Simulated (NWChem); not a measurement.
# hexafluorodisilane (Si2F6); SMILES F[Si](F)(F)[Si](F)(F)F

Results from NWChem. The geometry was optimised at PBE0/def2-SVP. One conformer.

Diagonal of the polarisability tensor at BHandHLYP/aug-cc-pVDZ, static: 40.94, 40.94, 46.28 bohr³.

Q: Find the mean polarisability volume, the molar refraction, and the refractive index that an ideal gas of it would have at 273.15 K and 1 atm.

A: 
1. Mean: one third of the trace = 42.72 bohr³ × 0.14818 Å³/bohr³ = 6.33 Å³.
2. Molar refraction (Lorentz-Lorenz): (4π/3) N_A α = 16.0 cm³/mol.
3. Number density p/kT = 2.687 × 10⁻⁵ Å⁻³; n − 1 = 2π N α = 10.69 × 10⁻⁴.
4. These hold the electronic response alone: vibrational and orientational terms add to the static dielectric constant.
